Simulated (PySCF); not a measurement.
# Simulated absorption spectrum

Species: C3H4F3NSi.
SMILES: `C[C@@H](C#N)[Si](F)(F)F`

Computed, not measured: TDDFT B3LYP/def2-SVPD, vertical, gas phase, core orbitals frozen in the response (PySCF). Geometry: GFN2-xTB; no solvent, vibrations or thermal averaging. Torsions of this conformer, `[CH3:1][C@@H:2]([C:3]#[N:4])[Si:5]([F:6])([F:7])[F:8]`: C1–C2–Si5–F6 58°.

Broadening: Gaussians 0.5 eV wide at half height, area fixed by f = 4.319×10⁻⁹ ∫ε dν̃. The width is an assumption, not a result. The curve ends short of the highest state used, and states not computed would add to its high-energy end.

| E (eV) | ε (L mol⁻¹ cm⁻¹) |
| --- | --- |
| 6.85 | 0 |
| 6.88 | 1 |
| 6.91 | 1 |
| 6.94 | 1 |
| 6.96 | 2 |
| 6.99 | 3 |
| 7.02 | 5 |
| 7.05 | 7 |
| 7.08 | 10 |
| 7.11 | 14 |
| 7.14 | 20 |
| 7.16 | 25 |
| 7.19 | 34 |
| 7.22 | 45 |
| 7.25 | 60 |
| 7.28 | 79 |
| 7.31 | 102 |
| 7.33 | 120 |
| 7.36 | 152 |
| 7.39 | 190 |
| 7.42 | 235 |
| 7.45 | 287 |
| 7.48 | 346 |
| 7.50 | 390 |
| 7.53 | 463 |
| 7.56 | 542 |
| 7.59 | 627 |
| 7.62 | 716 |
| 7.65 | 808 |
| 7.67 | 870 |
| 7.70 | 960 |
| 7.73 | 1045 |
| 7.76 | 1123 |
| 7.79 | 1190 |
| 7.82 | 1245 |
| 7.85 | 1286 |
| 7.87 | 1306 |
| 7.90 | 1325 |
| 7.93 | 1333 |
| 7.96 | 1332 |
| 7.99 | 1325 |
| 8.02 | 1316 |
| 8.04 | 1311 |
| 8.07 | 1308 |
| 8.10 | 1310 |
| 8.13 | 1321 |
| 8.16 | 1339 |
| 8.19 | 1365 |
| 8.21 | 1386 |
| 8.24 | 1419 |
| 8.27 | 1453 |
| 8.30 | 1484 |
| 8.33 | 1511 |
| 8.36 | 1532 |
| 8.38 | 1543 |
| 8.41 | 1555 |

(1) Locate the maxima and give the states behind the curve.

(2) Coming from long wavelengths, where does ε first pass 100 L mol⁻¹ cm⁻¹?

Results:

(1) 156 nm (7.94 eV), ε about 1300, made up of S2 (23%), S3 (56%) and S5 (11%) (hardly more than a shoulder) (ε in L mol⁻¹ cm⁻¹; maxima over ε = 5, shares over 10%). At its high-energy end, 8.41 eV, the curve is still rising (ε about 1600, from S5). The states used: S1 7.60 eV (f 0.0033); S2 7.86 eV (f 0.0062); S3 7.88 eV (f 0.014); S4 8.16 eV (f 0.0027); S5 8.38 eV (f 0.023); S6 8.80 eV (f 0.0066); S7 8.88 eV (f 0.027); S8 9.01 eV (f 0.019).

(2) At about 170 nm (7.31 eV), 0.29 eV below S1.

On an Arm Neoverse N1 with one thread, on a shared host, this took 76 s of wall time (grids of density and orbitals included) and 0.83 GiB of memory at its peak.
